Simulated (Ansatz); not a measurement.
Geometry optimisation, RKS PBE-D4/def2-SVP (Ansatz 0.2.0).

Input file:

```yaml
crystal:
  periodic: [false, false, false]
  atoms:
    - { symbol: Ga, position_ang: [-0.148889, -0.259297, -0.024385] }
    - { symbol: Cl, position_ang: [0.187868, -0.578118, 2.148624] }
    - { symbol: O, position_ang: [1.317423, -0.449777, -1.043579] }
    - { symbol: H, position_ang: [2.117915, -0.654253, -0.523366] }
    - { symbol: H, position_ang: [-1.547031, 0.043917, -0.630375] }
    - { symbol: H, position_ang: [0.11558, 2.374188, 0.792736] }
    - { symbol: H, position_ang: [0.152734, 1.852642, 1.293845] }
basis:
  gaussian: { orbitals: def2-SVP }
hamiltonian:
  xc: pbe
  dispersion: d4
relax:
  f_tol: 0.03
  max_steps: 50
output:
  orbitals: {}
```

Run as:

```bash
$ ansatz run input.yaml --threads 2 --pin off --max-ram 3072MiB --backend cpu --events-out ev --progress --plain --runs-dir out
```

Task: Where does it end, and by what steps?

Result: The forces met the threshold. After 11 steps the energy has fallen by 0.092 eV; Cl2 moved furthest, 0.30 Å.

| step | energy less start (eV) | largest force component (eV/Å) | accepted |
| --- | --- | --- | --- |
| 0 | 0.0000 | 1.388 | yes |
| 1 | -0.0809 | 0.281 | yes |
| 2 | -0.0845 | 0.233 | yes |
| 3 | -0.0871 | 0.168 | yes |
| 4 | -0.0888 | 0.115 | yes |
| 5 | -0.0899 | 0.100 | yes |
| 6 | -0.0912 | 0.146 | yes |
| 7 | -0.0917 | 0.134 | yes |
| 8 | -0.0919 | 0.090 | yes |
| 9 | -0.0919 | 0.046 | yes |
| 10 | -0.0919 | 0.023 | no |
| 11 | -0.0921 | 0.007 | yes |

```xyz
7
Properties=species:S:1:pos:R:3
Ga -0.139 -0.300 0.040
Cl 0.157 -0.873 2.117
O 1.318 -0.374 -1.003
H 2.111 -0.655 -0.510
H -1.528 0.071 -0.551
H 0.136 2.417 0.623
H 0.141 2.043 1.297
```

Whether the end is a true minimum wasn't checked by a vibrational analysis.

Run time: 25 s on 2 threads of Arm Neoverse N1, with other jobs on the host, peak memory 0.12 GiB.
